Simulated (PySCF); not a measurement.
Species: C5H9N3Si.
Atom-mapped SMILES: `[CH3:1][NH:2][SiH2:3][c:4]1[n:5][cH:6][cH:7][cH:8][n:9]1`

NICS = −σ at a ghost point: NICS(0) at the centroid of the ring atoms, NICS(1) 1 Å to either side along the normal of their mean plane, zz for the tensor component along that normal. Level: GIAO PBE0/pcSseg-1 (PySCF, non-relativistic, gas phase) on the GFN2-xTB geometry, one conformer.

Ring bond lengths (Å), with Mayer bond orders in brackets: C4–N5 1.330 (1.39), N5–C6 1.321 (1.49), C6–C7 1.387 (1.39), C7–C8 1.388 (1.39), C8–N9 1.321 (1.49), N9–C4 1.328 (1.38).

**Question.** What do the NICS probes read (ppm)?

**Answer.** 
| ring | type | NICS(0) | NICS(1), two faces | NICS(1)zz, two faces | rms pucker (Å) | centre to ring atoms, mean (Å) |
| --- | --- | --- | --- | --- | --- | --- |
| C4–N5–C6–C7–C8–N9 | 6-membered ring with 2 N; formal bonds all aromatic | -5.2 | -10.7 / -10.7 | -27.0 / -27.2 | 0.00 | 1.35 |

**Question.** What can be read from them?

**Answer.** 
- C4–N5–C6–C7–C8–N9: mean NICS(1)zz -27.1 ppm, shielded. The ring is flat and has no four-coordinate atom; by the NICS criterion it is aromatic. NICS(0) lies 6 ppm above the mean NICS(1).

**Question.** And the bond-length index? HOMA takes Krygowski's 1993 parameters.

**Answer.** 
- C4–N5–C6–C7–C8–N9: HOMA 0.99; the largest term is that of C8–N9, α(R − Ropt)² = 0.02. The geometric and the magnetic index point the same way.

**Question.** How shielded are the nuclei of the rings and their hydrogens (means over atoms taken as equivalent)?

**Answer.** 
| atoms | environment | σ isotropic (ppm) | principal values of the symmetric part, first atom (ppm) |
| --- | --- | --- | --- |
| C4 | substituted aromatic carbon | 4.3 | -72.6, -46.9, 132.4 |
| N5 (×2) | pyridine-type nitrogen | -82.4 | -345.8, -187.1, 295.4 |
| C6 (×2) | aromatic CH next to a ring nitrogen | 25.8 | -92.2, 18.6, 151.5 |
| C7 | aromatic CH carbon | 61.4 | -55.9, 63.9, 176.2 |
| H on C6 (×2) | aromatic hydrogen | 22.70 | 18.6, 22.4, 27.2 |
| H on C7 | aromatic hydrogen | 24.47 | 22.6, 23.4, 27.4 |

The run took 41 s of wall time on an Arm Neoverse V1 with one thread (shared host), and the process peaked at 0.93 GiB of memory. This is the whole shielding run at PBE0/pcSseg-1, SCF included.

Shape of the structure used: `[CH3:1][NH:2][SiH2:3][c:4]1[n:5][cH:6][cH:7][cH:8][n:9]1`: C1–N2–Si3–C4 176°, N2–Si3–C4–N5 -14°.
